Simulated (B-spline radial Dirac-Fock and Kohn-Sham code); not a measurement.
**Nb¹¹⁺: scattering cross sections and density moments**

System: Nb¹¹⁺, configuration [Ar] 3d10 4s2.

The computed values come from an atomic code on a B-spline grid: Dirac-Fock orbitals of the configuration average with a finite nucleus.

| Quantity | Value |
| --- | --- |
| Sum of ⟨r⟩ | 11.04 bohr |
| Sum of ⟨r²⟩ | 6.529 bohr² |
| Sum of ⟨1/r⟩ | 216.94 per bohr |
| Langevin diamagnetic susceptibility | -5.17 × 10⁻⁶ cm³/mol |
| Lamb shielding (α²/3)Σ⟨1/r⟩ | 3851 ppm |

Coherent scattering is the Thomson cross section weighted by f₀², without anomalous dispersion; incoherent scattering is Klein-Nishina weighted by S. The Lamb formula is the non-relativistic shielding expression. Electron correlation is left out.

```
hν (keV)  coherent (b)  incoherent (b)  incoherent per electron (b)
       2         574.9          0.4746                       0.0158
  8.0478         369.6           3.705                        0.123
      10         310.1           4.706                        0.157
 17.4793         166.2           7.805                        0.260
      30         79.75           10.75                        0.358
      50         36.52           12.60                        0.420
     100         11.17           13.01                        0.434
     500        0.5453           8.552                        0.285
```

Incoherent scattering overtakes coherent scattering between 50 and 100 keV.
